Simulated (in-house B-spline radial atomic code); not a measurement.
Orbital energies and mean radii along the 33-electron series, configuration 1s2 2s2 2p6 3s2 3p6 3d10 4s2 4p1/2(2) 4p3/2(1). The effective charge is n√(-2ε), a non-relativistic measure. Computed with an all-electron radial atomic-structure program (B-spline basis): Dirac-Hartree-Fock, jj configuration that fills j = l - 1/2 first, finite nuclei.

```
  ion   Z  energy of 3p3/2 (Eh)  mean radius of 3p3/2 (bohr)  energy of 4p1/2 (Eh)  mean radius of 4p1/2 (bohr)  energy of 4p3/2 (Eh)  mean radius of 4p3/2 (bohr)  effective charge of 3p3/2
   As  33               -5.8792                      0.61932              -0.32421                       2.5422              -0.33147                       2.5633                     10.287
  Se+  34                     ?                            ?                     ?                            ?                     ?                            ?                          ?
 Br2+  35                -8.335                      0.56539               -1.2336                       1.8539                -1.234                       1.8747                     12.249
 Kr3+  36               -9.7795                      0.54148               -1.8163                       1.6633               -1.8106                        1.683                     13.268
 Rb4+  37               -11.355                      0.51935               -2.4764                       1.5163               -2.4629                       1.5352                     14.297
 Sr5+  38               -13.058                      0.49884               -3.2109                       1.3978               -3.1878                        1.416                     15.331
 Zr7+  40                     ?                            ?                     ?                            ?                     ?                            ?                          ?
 Nb8+  41               -18.898                       0.4456               -5.8448                       1.1434               -5.7807                       1.1602                     18.444
 Mo9+  42               -21.084                       0.4302               -6.8631                         1.08               -6.7809                       1.0966                     19.481
Tc10+  43               -23.387                      0.41578               -7.9507                        1.024               -7.8477                       1.0403                     20.518
Ru11+  44                     ?                            ?                     ?                            ?                     ?                            ?                          ?
Rh12+  45               -28.345                      0.38959               -10.333                      0.92871                -10.18                      0.94479                     22.588
Pd13+  46               -30.999                      0.37765               -11.627                       0.8878               -11.445                       0.9038                     23.622
Ag14+  47               -33.768                      0.36641               -12.991                       0.8505               -12.775                      0.86645                     24.654
Cd15+  48               -36.653                      0.35579               -14.423                      0.81632               -14.171                      0.83225                     25.686
In16+  49               -39.654                      0.34576               -15.924                      0.78485               -15.632                      0.80079                     26.717
Sn17+  50               -42.771                      0.33626               -17.494                      0.75577               -17.158                      0.77174                     27.747
Sb18+  51               -46.003                      0.32726               -19.134                       0.7288               -18.749                      0.74481                     28.776
Te19+  52               -49.351                      0.31871               -20.843                       0.7037               -20.405                      0.71977                     29.805
 I20+  53               -52.814                      0.31058               -22.623                      0.68028               -22.126                      0.69641                     30.833
Xe21+  54               -56.393                      0.30285               -24.472                      0.65835               -23.912                      0.67457                      31.86
Cs22+  55               -60.087                      0.29548               -26.392                      0.63778               -25.763                      0.65409                     32.887
```

(1) Fill in the row of Se+.

(2) Fill in the row of Zr7+.

(3) Fill in the row of Ru11+.

(4) How does the screening of 3p3/2 change?

Answers

(1) energy of 3p3/2 (Eh): -7.0299; mean radius of 3p3/2 (bohr): 0.59127; energy of 4p1/2 (Eh): -0.73317; mean radius of 4p1/2 (bohr): 2.1193; energy of 4p3/2 (Eh): -0.73788; mean radius of 4p3/2 (bohr): 2.1411; effective charge of 3p3/2: 11.249.

(2) energy of 3p3/2 (Eh): -16.831; mean radius of 3p3/2 (bohr): 0.4621; energy of 4p1/2 (Eh): -4.8962; mean radius of 4p1/2 (bohr): 1.2157; energy of 4p3/2 (Eh): -4.848; mean radius of 4p3/2 (bohr): 1.2328; effective charge of 3p3/2: 17.406.

(3) energy of 3p3/2 (Eh): -25.808; mean radius of 3p3/2 (bohr): 0.40227; energy of 4p1/2 (Eh): -9.1074; mean radius of 4p1/2 (bohr): 0.97384; energy of 4p3/2 (Eh): -8.9809; mean radius of 4p3/2 (bohr): 0.99003; effective charge of 3p3/2: 21.553.

(4) Z less the effective charge goes from 22.71 at Z = 33 to 22.11 at Z = 55.
